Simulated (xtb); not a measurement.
Cl$_{3}$Eu (SMILES [Cl][Eu]([Cl])[Cl]), septet, geometry from GFN2-xTB (such geometries of metal compounds can be far from the true shape) (GFN-xTB holds the 4f electrons in the core, so unpaired electrons go into valence orbitals and the state isn't the physical one); xtb with GFN0-xTB with ALPB(acetonitrile).

The xtb input:
```
$ xtb mol.xyz --gfn 0 --uhf 6 --alpb acetonitrile --json

# file mol.xyz
4

Eu    -0.24696098    -0.15820251    -0.03161308
Cl    -2.36060967    -1.51219996    -0.30217791
Cl     1.06448499     2.05474653    -0.34264689
Cl     2.21133300     0.04373332     0.76197918
```

Task: Predict the main parts of the log of this xtb run.

Result: 
```
   ID    Z sym.   atoms
    1   63 Eu     1
    2   17 Cl     2-4

           -------------------------------------------------
          |                Calculation Setup                |
           -------------------------------------------------

           -------------------------------------------------
          |                 G F N 0 - x T B                 |
           -------------------------------------------------

      * Solvation model:               ALPB
        Solvent                        acetonitrile
        Parameter file                 internal GFN-FF/ALPB
        Dielectric constant                3.7500E+01
        Reference state                gsolv [1 M gas/solution]
        Free energy shift                  5.3031E-03 Eh       3.3278E+00 kcal/mol
        Temperature                        2.9815E+02 K
        Density                            7.8600E-01 kg/L
        Solvent mass                       4.1050E+01 g/mol
        Interaction kernel             P16
        Born radius scaling (c1)           1.9356E+00
        Born radii integrator          GBOBC
        Born offset                        0.0000E+00 a0       0.0000E+00 AA
        H-bond correction              true
        Ion screening                  false
        Surface tension                    1.0000E-05 Eh       1.5569E+01 dyn/cm
        Grid points                               230 per atom

          ...................................................
          :                      SETUP                      :
          :.................................................:
          :  # basis functions                  40          :
          :  # atomic orbitals                  36          :
          :  # shells                           12          :
          :  # electrons                        24          :
          :  electronic temp.          300.0000000     K    :
          :  accuracy                    1.0000000          :
          :  -> integral cutoff          0.2500000E+02      :
          :  -> integral neglect         0.1000000E-07      :
          ...................................................

         :::::::::::::::::::::::::::::::::::::::::::::::::::::
         ::                     SUMMARY                     ::
         :::::::::::::::::::::::::::::::::::::::::::::::::::::
         :: total energy             -13.754170590811 Eh    ::
         :: total w/o Gsasa/hb       -13.751559363824 Eh    ::
         :: gradient norm              0.064555108517 Eh/a0 ::
         :: HOMO-LUMO gap              0.292000792191 eV    ::
         ::.................................................::
         :: H0 energy                -13.622589725511 Eh    ::
         :: repulsion energy           0.004805843740 Eh    ::
         :: electrostat energy        -0.135441850375 Eh    ::
         :: -> Gsolv                   0.000000000000 Eh    ::
         ::    -> Gsasa               -0.007914375061 Eh    ::
         ::    -> Gshift               0.005303148074 Eh    ::
         :: dispersion energy         -0.000944858665 Eh    ::
         :: short-range corr.          0.000000000000 Eh    ::
         :: add. restraining           0.000000000000 Eh    ::
         :: total charge               0.000000000000 e     ::
         :::::::::::::::::::::::::::::::::::::::::::::::::::::

           -------------------------------------------------
          |                Property Printout                |
           -------------------------------------------------

    * Orbital Energies and Occupations

         #    Occupation            Energy/Eh            Energy/eV
      -------------------------------------------------------------
         1        2.0000           -0.9820821             -26.7238
       ...           ...                  ...                  ...
         3        2.0000           -0.9778846             -26.6096
         4        2.0000           -0.4913134             -13.3693
         5        2.0000           -0.4759974             -12.9525
         6        2.0000           -0.4610647             -12.5462
         7        1.9912           -0.4501996             -12.2506
         8        1.9316           -0.4481949             -12.1960
         9        1.9104           -0.4479167             -12.1884
        10        1.1620           -0.4441521             -12.0860
        11        1.0048           -0.4406551             -11.9908
        12        1.0000           -0.3981768             -10.8349
        13        1.0000           -0.3215027              -8.7485
        14        0.9995           -0.2959112              -8.0522
        15        0.9967           -0.2940785              -8.0023 (HOMO)
        16        0.0038           -0.2833477              -7.7103 (LUMO)
        17                         -0.2449633              -6.6658
        18                         -0.0880060              -2.3948
        19                         -0.0665694              -1.8114
        20                         -0.0652830              -1.7764
        21                         -0.0641467              -1.7455
        22                         -0.0636823              -1.7329
        23                         -0.0609282              -1.6579
        24                         -0.0608618              -1.6561
        25                         -0.0604845              -1.6459
        26                         -0.0571305              -1.5546
       ...                                ...                  ...
        36                          0.7636226              20.7792
      -------------------------------------------------------------
                  HL-Gap            0.0107308 Eh            0.2920 eV
             Fermi-level            0.0000000 Eh            0.0000 eV

     #   Z          covCN         q      C6AA      α(0)
     1  63 Eu       2.136     1.013   281.065    41.509
     2  17 Cl       0.714    -0.424   110.617    16.074
     3  17 Cl       1.318    -0.294   106.505    15.776
     4  17 Cl       1.318    -0.294   106.505    15.776

 Mol. C6AA /au·bohr⁶  :       2210.865620
 Mol. C8AA /au·bohr⁸  :     200045.158890
 Mol. α(0) /au        :         89.135252

Wiberg/Mayer (AO) data.
largest (>0.10) Wiberg bond orders for each atom

 ---------------------------------------------------------------------------
     #   Z sym  total        # sym  WBO       # sym  WBO       # sym  WBO
 ---------------------------------------------------------------------------
     1  63 Eu   1.198 --     2 Cl   0.509     3 Cl   0.345     4 Cl   0.345
     2  17 Cl   0.544 --     1 Eu   0.509
     3  17 Cl   1.645 --     4 Cl   1.283     1 Eu   0.345
     4  17 Cl   1.645 --     3 Cl   1.283     1 Eu   0.345
 ---------------------------------------------------------------------------

Topologies differ in total number of bonds
Writing topology from bond orders to xtbtopo.mol

 dipole moment from electron density (au)
     X       Y       Z
   6.5396   4.1893   0.8371  total (Debye):   19.855

           -------------------------------------------------
          | TOTAL ENERGY              -13.754170590811 Eh   |
          | GRADIENT NORM               0.064555108517 Eh/α |
          | HOMO-LUMO GAP               0.292000792191 eV   |
           -------------------------------------------------

normal termination of xtb
```
